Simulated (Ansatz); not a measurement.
The same atomization along the group O, S, Se.

Program: Ansatz. Geometries: PBE0-D4/def2-TZVP. ΔE: electronic, gas phase. CCSD(T)/CBS is the MP2 limit (def2-TZVPP, def2-QZVPP) plus CCSD(T) − MP2 in def2-TZVPP, frozen cores. This one scheme is used for every species, atoms too. For atomizations the MP2-based limit and the directly extrapolated one differ by several kJ/mol either way, and by 10 to 25 for some Ge, Se and Sn compounds, so smaller differences from it don't rank the levels. DFT in def2-TZVPP. Open shells (•) are unrestricted, without spin–orbit coupling. Spin–orbit coupling would lower the free atoms: a little for B, C, O, S; clearly for Se. For Se outer-core shells are correlated without core-valence functions, so the limit isn't a true one: a few kJ/mol of doubt a bond, and 10 to 20 or more in all where bonds break to atoms. Scalar relativity is left out up to krypton. One conformer a species, not always the lowest.

```
                             reaction  CCSD(T)/CBS(def2) (kJ/mol)
     `CB(C)O` → B• + 2 C• + 7 H• + O•                        4382
     `CB(C)S` → B• + 2 C• + 7 H• + S•                        4126
`CB(C)[SeH]` → B• + 2 C• + 7 H• + Se•                           ?
```

Q: Fill in the missing values. (Best estimate.)

A: Computed: `CB(C)[SeH]` → B• + 2 C• + 7 H• + Se•: +4047.8 kJ/mol.

Largest T1 diagnostic: 0.014, for B•.
